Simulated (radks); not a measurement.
The numbers below are computed, except where a source is named.
Si, 14 electrons, occupied as [Ne] 3s2 3p2 (the NIST ground configuration).

Level of theory: scalar-relativistic Kohn-Sham, LDA (Slater exchange, Perdew-Wang correlation), spin-unpolarised, spherical densities, point nucleus (a radial shooting solver on a logarithmic mesh with Libxc functionals).

Energy parts (eV):
part                      energy
total                  -7859.236
kinetic                 7870.871
electron-nucleus      -18789.278
Hartree                 3592.405
exchange-correlation    -533.234

Orbitals (lengths in bohr, moments of r in powers of bohr; r(90%) holds 90 % of the orbital's charge):
orbital  occ.  eigenvalue (eV)  r(90%)   <1/r>
1s          2        -1778.462   0.200   13.59
2s          2        -138.7436   0.900   2.570
2p          6         -95.6091   0.907   2.459
3s          2         -10.8791    3.31  0.6337
3p          2          -4.1628    4.46  0.4866

The highest occupied level is 3p at -4.163 eV. For comparison, the ionisation energy in NIST's Atomic Spectra Database is 8.152 eV (measured). In exact Kohn-Sham theory the highest level is minus the ionisation energy, but local and semilocal functionals leave it too shallow, through self-interaction and a potential that decays too fast; potentials with the right tail come closer.

Beside tabulated values, note that spin-unpolarised runs miss the spin-polarisation part of the exchange energy of open shells.
